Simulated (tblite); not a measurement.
Species: C₃H₇F₃N₂.
Geometry (GFN2-xTB, Å), atoms numbered from 1 in this order:
```
atom  x, y, z in Å
C1     2.037    0.454    0.662
N2     0.964   -0.476    0.388
N3     0.285   -0.143   -0.804
C4    -1.106   -0.524   -0.758
C5    -1.869    0.398    0.191
F6    -1.644    1.692   -0.056
F7    -1.592    0.189    1.480
F8    -3.198    0.210    0.057
H9     1.610    1.453    0.710
H10    2.828    0.445   -0.101
H11    2.467    0.199    1.628
H12    1.306   -1.439    0.386
H13    0.734   -0.502   -1.648
H14   -1.280   -1.555   -0.408
H15   -1.546   -0.394   -1.750
```

Computed values, GFN2-xTB/tblite, gas phase, harmonic and unscaled. Against measured fundamentals such values can be off by several per cent, at times by over 20. One conformer, not necessarily the lowest.

Harmonic wavenumbers (cm⁻¹): 26.0, 51.6, 92.6, 193.2, 201.5, 272.4, 330.4, 356.4, 453.3, 474.6, 510.3, 597.8, 744.8, 795.8, 873.9, 915.7, 980.7, 1056.4, 1086.8, 1109.7, 1121.6, 1166.1, 1185.1, 1193.3, 1237.0, 1308.7, 1365.7, 1398.1, 1412.1, 1427.9, 1469.5, 1489.5, 2843.6, 2885.0, 2992.9, 3033.5, 3038.3, 3229.7, 3242.3.

A = 3829, B = 1254, C = 1190 MHz; mass 128.056 u (most abundant isotopes); point group C1, symmetry number 1.

Zero-point energy?

½Σν̃ = 24082 cm⁻¹ = 68.85 kcal/mol.

What is S at 273.15 K and 1 bar for an ideal gas of classical rigid rotors and harmonic oscillators?

Translation 40.05, rotation 28.16, vibration 24.67: S = 92.9 cal/(mol K).

And Cp and H(273.15 K) − H(0)?

Cp = 30.92 cal/(mol K), of which vibrations give 22.97 (their classical limit is 39 R = 77.5); H(273.15 K) − H(0) = 5.48 kcal/mol without the zero-point energy, 3.30 from vibrations.

What must be added to the electronic energy to get the Gibbs energy at 273.15 K and 1 bar?

ZPE + [H(273.15 K) − H(0)] − T·S = 68.85 + 5.48 − 25.37 = 48.96 kcal/mol.

How do the functions run with temperature in this model?

```json
{"T (K)": "50", "S (cal/(mol K))": "59.3", "Cp (cal/(mol K))": "13.2", "H − H(0) (kcal/mol)": "0.53", "G − H(0) (kcal/mol)": "-2.44", "ln q(vib)": "0.98"}
{"T (K)": "100", "S (cal/(mol K))": "69.7", "Cp (cal/(mol K))": "17.3", "H − H(0) (kcal/mol)": "1.29", "G − H(0) (kcal/mol)": "-5.68", "ln q(vib)": "2.28"}
{"T (K)": "298.15", "S (cal/(mol K))": "95.7", "Cp (cal/(mol K))": "32.9", "H − H(0) (kcal/mol)": "6.27", "G − H(0) (kcal/mol)": "-22.25", "ln q(vib)": "6.88"}
{"T (K)": "373.15", "S (cal/(mol K))": "103.7", "Cp (cal/(mol K))": "38.7", "H − H(0) (kcal/mol)": "8.96", "G − H(0) (kcal/mol)": "-29.73", "ln q(vib)": "8.52"}
{"T (K)": "500", "S (cal/(mol K))": "116.3", "Cp (cal/(mol K))": "47.3", "H − H(0) (kcal/mol)": "14.44", "G − H(0) (kcal/mol)": "-43.69", "ln q(vib)": "11.23"}
{"T (K)": "750", "S (cal/(mol K))": "137.8", "Cp (cal/(mol K))": "58.9", "H − H(0) (kcal/mol)": "27.83", "G − H(0) (kcal/mol)": "-75.54", "ln q(vib)": "16.32"}
{"T (K)": "1000", "S (cal/(mol K))": "155.9", "Cp (cal/(mol K))": "66.2", "H − H(0) (kcal/mol)": "43.55", "G − H(0) (kcal/mol)": "-112.31", "ln q(vib)": "21.00"}
```

q(vib) and H(0) count from the zero-point level.

Blend soft modes into free rotors: weight 1/[1 + (100 cm⁻¹/ν̃)⁴] for the oscillator and the rest for a rotor with moment μB/(μ + B), μ = h/(8π²ν), B = 10⁻⁴⁴ kg m². What vibrational entropy results?

21.45 cal/(mol K) in place of 24.67, which changes −T·S at 273.15 K by +0.88 kcal/mol.

Hindered rotation and anharmonicity are outside this model. Other conformers, if any are populated, would add a mixing term that is left out. The structure is chiral; the term R ln 2 for an equal mix with its mirror image is left out.
